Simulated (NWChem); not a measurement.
System: pentafluorosilicate (SiF5 anion); SMILES F[Si-](F)(F)(F)F

Input file for NWChem:

```
start job
memory heap 200 mb stack 900 mb global 1100 mb
charge -1
geometry units angstroms noautoz
  F     -1.424172    -0.200892    -0.827737
  Si    -0.000000     0.000000     0.002628
  F     -0.236789     1.678680     0.002614
  F      0.236795    -1.678679     0.002614
  F     -0.000004    -0.000001     1.663382
  F      1.424170     0.200891    -0.827740
end
basis spherical
  * library 6-31g*
end
dft
  xc becke88 lyp
  iterations 200
  convergence nolevelshifting
end
task dft gradient
```

Excerpt of the output:

```
             Northwest Computational Chemistry Package (NWChem) 7.3.0
             --------------------------------------------------------

 D3H symmetry detected

                             Geometry "geometry" -> ""
                             -------------------------

 Output coordinates in angstroms (scale by  1.889725989 to convert to a.u.)

  No.       Tag          Charge          X              Y              Z
 ---- ---------------- ---------- -------------- -------------- --------------
    1 F                    9.0000     0.42983581    -1.60416906     0.00000000
    2 Si                  14.0000     0.00000000     0.00000000     0.00000000
    3 F                    9.0000    -0.00000000    -0.00000000     1.69529800
    4 F                    9.0000    -0.00000000    -0.00000000    -1.69529800
    5 F                    9.0000     1.17433326     1.17433326     0.00000000
    6 F                    9.0000    -1.60416906     0.42983581    -0.00000000

 Effective nuclear repulsion energy (a.u.)     364.8177263686

      Symmetry information
      --------------------

 Group name             D3h
 Group number             27
 Group order              12
 No. of unique centers     3

                                 NWChem DFT Module
                                 -----------------

 Summary of "ao basis" -> "ao basis" (spherical)
 ------------------------------------------------------------------------------
       Tag                 Description            Shells   Functions and Types
 ---------------- ------------------------------  ------  ---------------------
 F                           6-31g*                  6       14   3s2p1d
 Si                          6-31g*                  8       18   4s3p1d

      Symmetry analysis of basis
      --------------------------

        a1'        18
        a1"         1
        a2'         3
        a2"        12
        e'         36
        e"         18

  Rotation of axis

            General Information
            -------------------
          SCF calculation type: DFT
          Wavefunction type:  closed shell.
          No. of atoms     :     6
          No. of electrons :    60
           Alpha electrons :    30
            Beta electrons :    30
          Charge           :    -1
          Spin multiplicity:     1
          Use of symmetry is: on ; symmetry adaption is: on
          Maximum number of iterations: 200
          AO basis - number of functions:    88
                     number of shells:    38
          Convergence on energy requested:  1.00D-06
          Convergence on density requested:  1.00D-05
          Convergence on gradient requested:  5.00D-04

              XC Information
              --------------
                    Becke 1988 Exchange Functional  1.000
              Lee-Yang-Parr Correlation Functional  1.000

             Grid Information
             ----------------
          Grid used for XC integration:  medium
          Radial quadrature: Mura-Knowles
          Angular quadrature: Lebedev.
          Tag              B.-S. Rad. Rad. Pts. Rad. Cut. Ang. Pts.
          ---              ---------- --------- --------- ---------
          F                   0.50       49           8.0       434
          Si                  1.10       88           6.0       590
          Grid pruning is: on
          Number of quadrature shells:   186
          Spatial weights used:  Erf1

      Superposition of Atomic Density Guess
      -------------------------------------

 Sum of atomic energies:        -785.67896764

 Renormalizing density from      59.00 to     60

      Non-variational initial energy
      ------------------------------

 Total energy =    -794.011904
 1-e energy   =   -1855.086585
 2-e energy   =     696.256954
 HOMO         =      -0.275337
 LUMO         =       0.361147

      Symmetry analysis of molecular orbitals - initial
      -------------------------------------------------

  Numbering of irreducible representations:

     1 a1'         2 a1"         3 a2'         4 a2"         5 e'
     6 e"

  Orbital symmetries:

     1 a1'         2 a1'         3 e'          4 e'          5 a2"
     6 a1'         7 a1'         8 a2"         9 e'         10 e'
    11 a1'        12 e'         13 e'         14 a2"        15 a1'
    16 a1'        17 a2"        18 e'         19 e'         20 e"
    21 e"         22 e'         23 e'         24 a1'        25 a2'
    26 e'         27 e'         28 a2"        29 e"         30 e"
    31 a1'        32 e'         33 e'         34 a2"        35 a1'
    36 e'         37 e'         38 a2"        39 e"         40 e"

   convergence    iter        energy       DeltaE   RMS-Dens  Diis-err
 ---------------- ----- ----------------- --------- --------- ---------
 d= 0,ls=0.0,diis     1   -788.8146818818 -1.15D+03  2.08D-02  1.22D+00
 d= 0,ls=0.0,diis     2   -788.8007788361  1.39D-02  1.00D-02  1.71D+00
 d= 0,ls=0.0,diis     3   -788.9544332189 -1.54D-01  1.87D-03  1.34D-01
 d= 0,ls=0.0,diis     4   -788.9636720684 -9.24D-03  4.57D-04  6.54D-03
 d= 0,ls=0.0,diis     5   -788.9641341980 -4.62D-04  1.20D-04  6.16D-04
  Resetting Diis
 d= 0,ls=0.0,diis     6   -788.9641826423 -4.84D-05  5.68D-06  1.20D-06
 d= 0,ls=0.0,diis     7   -788.9641827378 -9.55D-08  1.08D-06  6.66D-09

         Total DFT energy =     -788.964182737769
      One electron energy =    -1841.032596927435
           Coulomb energy =      761.030000839479
    Exchange-Corr. energy =      -73.779313018422
 Nuclear repulsion energy =      364.817726368608

 Numeric. integr. density =       59.999998310940

                  Occupations of the irreducible representations
                  ----------------------------------------------

                     irrep           alpha         beta
                     --------     --------     --------
                     a1'               8.0          8.0
                     a1"               0.0          0.0
                     a2'               1.0          1.0
                     a2"               5.0          5.0
                     e'               12.0         12.0
                     e"                4.0          4.0

                       DFT Final Molecular Orbital Analysis
                       ------------------------------------

 Vector   28  Occ=2.000000D+00  E=-8.264442D-02  Symmetry=e'
              MO Center= -1.8D-02, -2.0D-02,  8.4D-13, r^2= 3.3D+00
   Bfn.  Coefficient  Atom+Function         Bfn.  Coefficient  Atom+Function
  ----- ------------  ---------------      ----- ------------  ---------------
    35      0.311737  3 F  px                49      0.311737  4 F  px
    36      0.299420  3 F  py                50      0.299420  4 F  py
    39      0.224036  3 F  px                53      0.224036  4 F  px
    40      0.215184  3 F  py                54      0.215184  4 F  py
     3     -0.156949  1 F  px                78     -0.154893  6 F  py

 Vector   29  Occ=2.000000D+00  E=-6.437445D-02  Symmetry=e"
              MO Center=  7.4D-02, -2.8D-01, -3.8D-14, r^2= 3.2D+00
   Bfn.  Coefficient  Atom+Function         Bfn.  Coefficient  Atom+Function
  ----- ------------  ---------------      ----- ------------  ---------------
    36      0.374740  3 F  py                50     -0.374740  4 F  py
     5      0.342225  1 F  pz                40      0.268150  3 F  py
    54     -0.268150  4 F  py                 9      0.232218  1 F  pz
    65     -0.171285  5 F  pz                79     -0.170939  6 F  pz
    69     -0.116226  5 F  pz                83     -0.115991  6 F  pz

 Vector   30  Occ=2.000000D+00  E=-6.437445D-02  Symmetry=e"
              MO Center= -7.4D-02,  2.8D-01, -4.7D-15, r^2= 3.2D+00
   Bfn.  Coefficient  Atom+Function         Bfn.  Coefficient  Atom+Function
  ----- ------------  ---------------      ----- ------------  ---------------
    35      0.374740  3 F  px                49     -0.374740  4 F  px
    65     -0.296275  5 F  pz                79      0.296475  6 F  pz
    39      0.268150  3 F  px                53     -0.268150  4 F  px
    69     -0.201039  5 F  pz                83      0.201174  6 F  pz
    36      0.100177  3 F  py                50     -0.100177  4 F  py

 Vector   31  Occ=0.000000D+00  E= 2.418008D-01  Symmetry=a1'
              MO Center= -4.4D-15, -1.9D-14, -3.3D-15, r^2= 3.6D+00
   Bfn.  Coefficient  Atom+Function         Bfn.  Coefficient  Atom+Function
  ----- ------------  ---------------      ----- ------------  ---------------
    24      1.481220  2 Si s                  6     -0.358674  1 F  s
    66     -0.358674  5 F  s                 80     -0.358674  6 F  s
    38     -0.341407  3 F  s                 52     -0.341407  4 F  s
    16     -0.270557  2 Si s                  8     -0.185799  1 F  py
    81     -0.185799  6 F  px                41      0.173199  3 F  pz

 Vector   32  Occ=0.000000D+00  E= 3.043623D-01  Symmetry=e'
              MO Center=  7.5D-02,  2.7D-01, -6.8D-16, r^2= 4.6D+00
   Bfn.  Coefficient  Atom+Function         Bfn.  Coefficient  Atom+Function
  ----- ------------  ---------------      ----- ------------  ---------------
    26      1.033763  2 Si py                25     -0.601950  2 Si px
     6      0.483471  1 F  s                 80     -0.355586  6 F  s
    22      0.189145  2 Si py                63      0.165807  5 F  px
    40     -0.154652  3 F  py                54     -0.154652  4 F  py
    64     -0.146375  5 F  py                67      0.145538  5 F  px

 Vector   33  Occ=0.000000D+00  E= 3.043623D-01  Symmetry=e'
              MO Center= -7.5D-02, -2.7D-01, -2.5D-15, r^2= 4.6D+00
   Bfn.  Coefficient  Atom+Function         Bfn.  Coefficient  Atom+Function
  ----- ------------  ---------------      ----- ------------  ---------------
    25      1.033763  2 Si px                26      0.601950  2 Si py
    66     -0.484430  5 F  s                 80      0.352967  6 F  s
     3     -0.216458  1 F  px                21      0.189145  2 Si px
     7     -0.182167  1 F  px                78     -0.166329  6 F  py
    39     -0.154652  3 F  px                53     -0.154652  4 F  px

     Multipole analysis of the density
     ---------------------------------

     L   x y z        total         alpha         beta         nuclear
     -   - - -        -----         -----         ----         -------
     0   0 0 0     -1.000000    -30.000000    -30.000000     59.000000

     1   1 0 0     -0.000000     -0.000000     -0.000000     -0.000000
     1   0 1 0     -0.000000     -0.000000     -0.000000     -0.000000
     1   0 0 1     -0.000000      0.000000      0.000000     -0.000000

     2   2 0 0    -31.117327    -82.042208    -82.042208    132.967088
     2   1 1 0      0.000000      0.000000      0.000000     -0.000000
     2   1 0 1     -0.000000     -0.000000     -0.000000      0.000000
     2   0 2 0    -31.117327    -82.042208    -82.042208    132.967088
     2   0 1 1     -0.000000     -0.000000     -0.000000      0.000000
     2   0 0 2    -34.577438   -109.659004   -109.659004    184.740569

            General Information
            -------------------
          SCF calculation type: DFT
          Wavefunction type:  closed shell.
          No. of atoms     :     6
          No. of electrons :    60
           Alpha electrons :    30
            Beta electrons :    30
          Charge           :    -1
          Spin multiplicity:     1
          Use of symmetry is: on ; symmetry adaption is: on
          Maximum number of iterations: 200
          AO basis - number of functions:    88
                     number of shells:    38
          Convergence on energy requested:  1.00D-06
          Convergence on density requested:  1.00D-05
          Convergence on gradient requested:  5.00D-04

              XC Information
              --------------
                    Becke 1988 Exchange Functional  1.000
              Lee-Yang-Parr Correlation Functional  1.000

             Grid Information
             ----------------
          Grid used for XC integration:  medium
          Radial quadrature: Mura-Knowles
          Angular quadrature: Lebedev.
          Tag              B.-S. Rad. Rad. Pts. Rad. Cut. Ang. Pts.
          ---              ---------- --------- --------- ---------
          F                   0.50       49           8.0       434
          Si                  1.10       88           6.0       590
          Grid pruning is: on
          Number of quadrature shells:   186
          Spatial weights used:  Erf1

          Convergence Information
          -----------------------
          Convergence aids based upon iterative change in
          total energy or number of iterations.
          Levelshifting, if invoked, occurs when the
          HOMO/LUMO gap drops below (HL_TOL):  1.00D-02
          DIIS, if invoked, will attempt to extrapolate
          using up to (NFOCK): 10 stored Fock matrices.

                    Damping( 0%)  Levelshifting(0.0)       DIIS
                  --------------- ------------------- ---------------
          dE  on:    start             N/A                start
          dE off:    2 iters           N/A              200 iters

                            NWChem DFT Gradient Module
                            --------------------------

  charge          =  -1.00
  wavefunction    = closed shell

  Rotation of axis
  Using symmetry

                         DFT ENERGY GRADIENTS

    atom               coordinates                        gradient
                 x          y          z           x          y          z
   1 F       0.812272  -3.031440   0.000000    0.000125  -0.000466   0.000000
   2 Si      0.000000   0.000000   0.000000    0.000000   0.000000  -0.000000
   3 F      -0.000000  -0.000000   3.203649   -0.000000   0.000000   0.002193
   4 F      -0.000000  -0.000000  -3.203649    0.000000   0.000000  -0.002193
   5 F       2.219168   2.219168   0.000000    0.000341   0.000341   0.000000
   6 F      -3.031440   0.812272  -0.000000   -0.000466   0.000125  -0.000000
```

Level: BLYP/6-31G* (spherical d). Sets without diffuse functions describe the anion's extra electron poorly. All runs use the structure optimised with B3LYP/def2-SVPD.
